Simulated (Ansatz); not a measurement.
Program: Ansatz 0.2.0.

ClH3O4W, SMILES `[O]=[W]([OH])([OH])([OH])[Cl]` at its PBE0-D4/def2-TZVP geometry, where that method's forces vanish. Charge 0, multiplicity 1. W: def2 effective core potential.

| atom | x (Å) | y (Å) | z (Å) |
| --- | --- | --- | --- |
| O1 | -1.7624 | -0.2589 | -0.3210 |
| W2 | -0.1121 | -0.0102 | -0.0014 |
| O3 | -0.4439 | 0.5420 | 1.7634 |
| O4 | 0.4216 | -1.7725 | -0.3521 |
| O5 | 0.1573 | 1.2613 | -1.3521 |
| Cl6 | 2.2079 | 0.3812 | 0.5710 |
| H7 | 0.3678 | 0.7684 | 2.2360 |
| H8 | -0.2481 | -2.4063 | -0.6289 |
| H9 | -0.5881 | 1.4949 | -1.9148 |

**Question.** For each bond, give half the difference of the two atoms' forces along it (eV/Å; positive pushes the atoms apart) under PBE-D4, r2SCAN-D4, B3LYP-D4, ωB97M-V in def2-TZVPP. (An estimate is asked.)

**Answer.** The calculation gave: 
```
  bond  length (Å)  PBE-D4  r2SCAN-D4  B3LYP-D4  ωB97M-V
 O1–W2       1.699    1.09       0.51      0.37    -0.57
 W2–O3       1.879    0.22       0.12      0.17     0.00
 W2–O4       1.874    0.18       0.11      0.17     0.04
 W2–O5       1.874    0.18       0.11      0.17     0.04
W2–Cl6       2.421   -0.30      -0.12      0.07     0.38
 O3–H7       0.966    0.34      -0.01     -0.07    -0.06
 O4–H8       0.963    0.29      -0.02     -0.08    -0.03
 O5–H9       0.963    0.29      -0.02     -0.08    -0.03
```

B3LYP here is the variant with VWN-RPA as its local correlation; programs differ in this.
